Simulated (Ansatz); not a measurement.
Relaxation of CH5GaO (8 atoms, charge 0, multiplicity 1), to a largest force component of 0.02 eV/Å in at most 40 steps.

Level of theory: RKS B3LYP/def2-SVP in Ansatz 0.2.0.

```xyz
8
Properties=species:S:1:pos:R:3
Ga 0.000 0.000 0.000
C 0.000 0.000 1.980
H -1.000 -0.309 2.350
H 0.768 -0.711 2.350
H 0.232 1.020 2.350
O 1.550 0.000 -0.895
H 1.850 -0.952 -1.050
H -1.360 0.000 -0.785
```

Problem. Where does it end, and by what steps?

Solution. It converged. The force dipped under the threshold on the way, but the program's further checks kept it going. After 21 steps the energy has fallen by 0.333 eV; O6 moved furthest, 0.64 Å.

```
step  energy less start (eV)  largest force component (eV/Å)  accepted
   0                  0.0000                           1.953       yes
   1                 -0.0826                           0.861       yes
   2                 -0.1014                           0.263       yes
   3                 -0.1082                           0.236       yes
   4                 -0.1178                           0.265       yes
   5                 -0.1878                           0.444       yes
   6                 -0.2807                           0.548       yes
   7                 -0.3273                           0.092       yes
   8                 -0.3303                           0.049       yes
   9                 -0.3297                           0.088        no
  10                 -0.3309                           0.029       yes
  11                 -0.3312                           0.006       yes
  12                 -0.3297                           0.232        no
  13                 -0.3315                           0.043       yes
  14                 -0.3318                           0.080       yes
  15                 -0.3321                           0.019       yes
  16                 -0.3323                           0.026       yes
  17                 -0.3304                           0.196        no
  18                 -0.3325                           0.024       yes
  19                 -0.3325                           0.036       yes
  20                 -0.3326                           0.026       yes
  21                 -0.3326                           0.007       yes
```

```xyz
8
Properties=species:S:1:pos:R:3
Ga -0.125 0.015 -0.035
C 0.048 -0.022 1.936
H -0.761 -0.629 2.373
H 1.014 -0.434 2.264
H -0.053 0.999 2.339
O 1.239 -0.530 -1.076
H 2.028 -0.832 -0.608
H -1.350 0.480 -0.892
```

Whether the end is a true minimum wasn't checked by a vibrational analysis.

The run took 76 s on 1 thread of Arm Neoverse V1 (shared host), peak memory 0.17 GiB.
